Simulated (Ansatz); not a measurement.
`[CH3][Al]([SH])[Cl]` and `[CH3][Al]([Cl])[Cl]` differ in one atom or group.

Ansatz, PBE0-D4/def2-TZVP geometries, multiplicity 1. Each molecule was computed in one conformer, which needn't be the lowest.

```csv
property,`[CH3][Al]([SH])[Cl]`
LUMO energy (PBE0/def2-TZVPP) / eV,-0.70
LUMO energy (ωB97M-V/def2-TZVPP) / eV,0.97
size of the dipole moment (ωB97M-V/def2-TZVPP) / D,1.09
size of the dipole moment (B3LYP/def2-TZVPP) / D,1.08
HOMO energy (PBE/def2-TZVPP) / eV,-6.65
HOMO energy (PBE0/def2-TZVPP) / eV,-7.86
```

**Question.** What does the change do to each property? (An estimate is asked.)

**Answer.** Ansatz gave: 
| property | `[CH3][Al]([Cl])[Cl]` | shift |
| --- | --- | --- |
| LUMO energy (PBE0/def2-TZVPP) / eV | -0.88 | -0.18 |
| LUMO energy (ωB97M-V/def2-TZVPP) / eV | 0.79 | -0.18 |
| size of the dipole moment (ωB97M-V/def2-TZVPP) / D | 1.99 | 0.90 |
| size of the dipole moment (B3LYP/def2-TZVPP) / D | 1.99 | 0.91 |
| HOMO energy (PBE/def2-TZVPP) / eV | -7.55 | -0.90 |
| HOMO energy (PBE0/def2-TZVPP) / eV | -8.87 | -1.01 |

With PBE0 the HOMO falls by 1.01 eV and the LUMO falls by 0.18 eV, so the gap widens by about 0.83 eV. PBE moves the HOMO by -0.90 eV and ωB97M-V by -1.03 eV. Dipoles are sizes alone; their direction can turn.

B3LYP here is the variant with VWN-RPA as its local correlation; programs differ in this.
